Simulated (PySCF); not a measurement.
Species: C5H3F3.
Geometry (PBE0-D3(BJ)/def2-SVP, Å), atoms numbered from 1 in this order:
```
atom  x, y, z in Å
F1     2.3323   -0.0941   -1.1476
C2     1.1555   -0.0780   -0.5599
C3     0.4987   -1.1124   -0.0287
C4    -0.7990   -0.5591    0.5078
F5    -0.9267   -0.7631    1.8407
F6    -1.8741   -1.1429   -0.0717
C7    -0.7498    0.9280    0.1917
C8     0.4006    1.1926   -0.4323
H9     0.7883   -2.1591    0.0215
H10   -1.5553    1.6095    0.4637
H11    0.7647    2.1521   -0.8003
```

Level of theory: PySCF, PBE0-D3(BJ)/def2-SVP geometry optimisation, gas phase.

Take the most abundant isotopes and a rigid rotor. 

Problem. Give the principal moments of inertia and the rotational constants in GHz.

Solution. Ia = 118.83, Ib = 336.14, Ic = 365.69 u·Å²; 505379 MHz·u·Å²/I gives 4253, 1503 and 1382 MHz, that is A = 4.2530, B = 1.5035, C = 1.3820 GHz.

Problem. What kind of rotor is it?

Solution. A near-prolate asymmetric top. Ray's parameter κ = (2B − A − C)/(A − C) = -0.915; −1 is the prolate and +1 the oblate limit.

Problem. Is it planar, by Δ = Ic − Ia − Ib?

Solution. Not planar: Δ = Ic − Ia − Ib = -89.27 u·Å². For a rigid frame Δ = −2 Σ m c², so Σ m c² = 44.64 u·Å² lies off the ab plane: 0.00 from hydrogen and 44.64 from heavier atoms. The atom farthest from that plane is 1.08 Å away.

Problem. Where do the levels up to J = 5 lie, in MHz?

Solution. Above 0(0,0):
J = 1: 1(0,1) 2885, 1(1,1) 5635, 1(1,0) 5756
J = 2: 2(0,2) 8652, 2(1,2) 11284, 2(1,1) 11649, 2(2,1) 19897, 2(2,0) 19901
J = 3: 3(0,3) 17293, 3(1,3) 19756, 3(1,2) 20485, 3(2,2) 28554, 3(2,1) 28573, 3(3,1) 42607, 3(3,0) 42608
J = 4: 4(0,4) 28796, 4(1,4) 31047, 4(1,3) 32262, 4(2,3) 40093, 4(2,2) 40151, 4(3,2) 54157, 4(3,1) 54158, 4(4,1) 73822, 4(4,0) 73822
J = 5: 5(0,5) 43145, 5(1,5) 45154, 5(1,4) 46975, 5(2,4) 54511, 5(2,3) 54647, 5(3,3) 68597, 5(3,2) 68599, 5(4,2) 88258, 5(4,1) 88258, 5(5,1) 113542, 5(5,0) 113542
The levels of one J sum to (2J + 1)J(J + 1)(A + B + C)/3.

Problem. Predict some low-J microwave lines.

Solution. The dipole components are |μa| = 1.04 D, |μb| = 1.30 D, |μc| = 0.00 D; the mirror of this Cs structure is the ab plane, so μc vanishes by symmetry (the 0.01 D computed is a residue) and there are no c-type lines. Intensities carry the squares of the components, which stand as 0.64 : 1.00 (a : b). Some of the stronger lines:

| type | branch | J(Ka,Kc) | MHz | lower level (cm⁻¹) |
| --- | --- | --- | --- | --- |
| a | Q | 2(1,1) ← 2(1,2) | 365 | 0.376 |
| b | Q | 2(1,1) ← 2(0,2) | 2996 | 0.289 |
| b | R | 1(1,1) ← 0(0,0) | 5635 | 0.000 |
| a | R | 2(1,2) ← 1(1,1) | 5649 | 0.188 |
| b | Q | 4(2,2) ← 4(1,3) | 7890 | 1.076 |
| b | Q | 2(2,0) ← 2(1,1) | 8252 | 0.389 |
| a | R | 3(2,2) ← 2(2,1) | 8656 | 0.664 |
| a | R | 3(2,1) ← 2(2,0) | 8672 | 0.664 |
| b | Q | 3(2,2) ← 3(1,3) | 8798 | 0.659 |
| a | R | 3(1,2) ← 2(1,1) | 8836 | 0.389 |
| b | R | 4(0,4) ← 3(1,3) | 9040 | 0.659 |
| a | R | 4(3,1) ← 3(3,0) | 11550 | 1.421 |
| b | R | 2(2,1) ← 1(1,0) | 14141 | 0.192 |
| b | R | 3(2,2) ← 2(1,1) | 16905 | 0.389 |
| b | R | 4(3,2) ← 3(2,1) | 25584 | 0.953 |

Problem. Estimate the classical rotational partition function at 25 K, 200 K and 298.15 K.

Solution. Point group Cs, symmetry number σ = 1; q = (√π/σ)·√((kT/h)³/(ABC)), k/h = 20836.6 MHz/K: 7090 at 25 K, 160000 at 200 K, 292000 at 298.15 K.

PBE0-D3(BJ)/def2-SVP frequencies: not computed here. These are rigid-rotor constants of the computed structure; measured ground-state constants (B0) also hold zero-point vibration.

Hardware: Arm Neoverse V1, one thread, shared host with 32 logical CPUs at a one-minute load of 32. Cost: 55 s of wall time, 0.50 GiB resident at most. These figures are those of the optimisation.
